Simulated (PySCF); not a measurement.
Q: Give a PBE0-D3(BJ)/def2-SVP geometry of InChI=1S/C5H9NO2/c7-5-6-1-3-8-4-2-6/h5H,1-4H2.

A: 
Z-matrix in Å and degrees, rows numbered from 1:
```
O 
C   1  1.2091
N   2  1.3588  1  125.39
C   3  1.4467  2  121.00  1     2.11
C   4  1.5200  3  109.22  2   123.93
O   5  1.4061  4  111.21  3    53.48
C   6  1.4022  5  111.95  4   -60.04
C   3  1.4427  2  123.41  1   176.64
H   2  1.1178  1  122.98  3  -179.83
H   4  1.1052  3  109.59  2  -116.00
H   4  1.0989  3  107.72  2     2.10
H   5  1.1092  4  109.27  3   -68.42
H   5  1.0997  4  110.77  3   172.38
H   7  1.1100  6  110.41  5   -61.02
H   7  1.1001  6  107.27  5  -178.89
H   8  1.1012  3  109.33  2    -2.13
H   8  1.1058  3  110.02  2   116.34
```

N3 (amide nitrogen) is planar (angles 123.4°, 121.0° and 115.4°, sum 359.8°, 0.04 Å off the plane of its three neighbours). The 3 C–N bonds span 1.359 Å (C2–N3, drawn single) to 1.447 Å (N3–C4, drawn single), a spread of 0.088 Å. The 6-membered ring N3–C4–C5–O6–C7–C8 has internal angles of 109.2° to 115.4° (sum 668°, against 720° for a flat polygon); it is puckered, 0.22 Å rms from its mean plane, widest ring torsion 60°. The 3 C–O bonds span 1.209 Å (O1=C2, drawn double) to 1.406 Å (C5–O6, drawn single), a spread of 0.197 Å.

Computed with PySCF 2.14.0, PBE0-D3(BJ)/def2-SVP geometry optimisation, gas phase.

Point group: C1 (no symmetry element, even within 0.4 Å). No PBE0-D3(BJ)/def2-SVP frequencies stand behind this structure, so it isn't proved a minimum. The numbers are those of one conformer (O1–C2–N3–C4 2°, C2–N3–C4–C5 124°, N3–C4–C5–O6 53°, C4–C5–O6–C7 -60°, C5–O6–C7–C8 60°).
